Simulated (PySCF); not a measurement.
C₃H₆NO, SMILES C[N]C(C)=O, multiplicity 2. Geometry optimised at B3LYP-D3(BJ)/def2-SVP. The isomer is the one that the SMILES or the coordinates give; other isomers of the formula were not compared.

Computed equilibrium geometry at B3LYP-D3(BJ)/def2-SVP (PySCF confirms it by a frequency run) as bond lengths and angles:
Atoms: C1 N2 C3 C4 O5 H6 H7 H8 H9 H10 H11. Bonded distances (Å): C1–N2 1.429, C1–H6 1.104, C1–H7 1.103, C1–H8 1.109, N2–C3 1.383, C3–C4 1.509, C3–O5 1.224, C4–H9 1.098, C4–H10 1.101, C4–H11 1.102. Bond angles (°): N2–C1–H6 110.1, N2–C1–H7 113.5, N2–C1–H8 108.0, H6–C1–H7 110.2, H6–C1–H8 105.5, H7–C1–H8 109.3, C1–N2–C3 118.3, N2–C3–C4 115.0, N2–C3–O5 121.0, C4–C3–O5 123.8, C3–C4–H9 109.8, C3–C4–H10 110.7, C3–C4–H11 109.3, H9–C4–H10 110.4, H9–C4–H11 109.5, H10–C4–H11 107.1.
Charge 0, spin multiplicity 2.
